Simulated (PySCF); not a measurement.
Computed IR spectrum (relative IR intensity) of a molecule C3H8OSi2. The structure is a stationary point at B3LYP-D3(BJ)/def2-SVP. Other conformers were not sampled. These are B3LYP-D3(BJ)/def2-SVP (PySCF) values and carry that method's errors. Frequencies are harmonic and unscaled.

Lines under 2 % of the strongest are left out, and lines within 2 cm⁻¹ are merged.

| ν (cm⁻¹) | relative intensity |
|---|---|
| 145 | 14 |
| 209 | 34 |
| 230 | 9.2 |
| 362 | 4.8 |
| 421 | 2.4 |
| 491 | 2.1 |
| 571 | 12 |
| 576 | 12 |
| 646 | 3.2 |
| 671 | 6.3 |
| 703 | 44 |
| 712 | 36 |
| 777 | 3.0 |
| 790 | 100 |
| 855 | 26 |
| 887 | 70 |
| 900 | 36 |
| 933 | 2.4 |
| 951 | 55 |
| 1122 | 9.0 |
| 1133 | 4.8 |
| 1239 | 3.3 |
| 1403 | 5.0 |
| 1637 | 20 |
| 2190 | 62 |
| 2197 | 54 |
| 2244 | 71 |
| 3012 | 4.7 |
| 3056 | 3.0 |
| 3106 | 11 |
| 3154 | 6.8 |
| 3876 | 40 |

### Question
Identify the compound among the candidates.
A) C[Si@H](O)C#C[SiH3]
B) C#C[Si@H]([SiH3])CO
C) O[Si@@H]1CC=C[SiH2]1
D) [SiH3][C@@H]1C=C[SiH2]O1

### Answer
C, O[Si@@H]1CC=C[SiH2]1
